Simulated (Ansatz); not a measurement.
Reaction (formal exchange of groups at a C–C bond): `B[SiH2]OCC` + SiH₄ → `B[SiH2]OC[SiH3]` + CH₄

Program: Ansatz. Geometries: PBE0-D4/def2-TZVP. ΔE: electronic, gas phase. CCSD(T)/CBS adds triple-zeta CCSD(T) − MP2 to the extrapolated MP2 energy (def2 sets, frozen cores). This one scheme is used for every species. DFT in def2-TZVPP. B3LYP here is the variant with VWN-RPA as its local correlation; programs differ in this. Each species was taken in one conformer, which may not be the lowest.

```tsv
level	ΔE (kJ/mol)	difference from CCSD(T)/CBS
ωB97M-V	-18.0	-1.1
B2PLYP	-16.4	0.5
r2SCAN	-18.2	-1.3
B3LYP	-16.3	0.6
HF/def2-TZVPP	-7.7	9.2
MP2/def2-TZVPP	-16.7	0.2
SCS-MP2/def2-TZVPP	-14.1	2.8
CCSD(T)/def2-TZVPP	-14.7	2.2
HF/def2-QZVPP	-7.8	9.1
SCS-MP2/def2-QZVPP	-15.4	1.5
CCSD(T)/CBS	-16.9	0
```

Largest T1 diagnostic among the species: 0.012.

In def2-TZVPP, CCSD(T) changes the Hartree–Fock value by −7.0 kJ/mol (the triples alone add −1.1 kJ/mol) and MP2 by −9.0 kJ/mol. The D4 term adds −3.0 kJ/mol with B3LYP and −1.7 kJ/mol with PBE0; it sums over pairs of atoms, weighted by their polarisabilities, and B3LYP, whose exchange is more repulsive, gets the larger term.
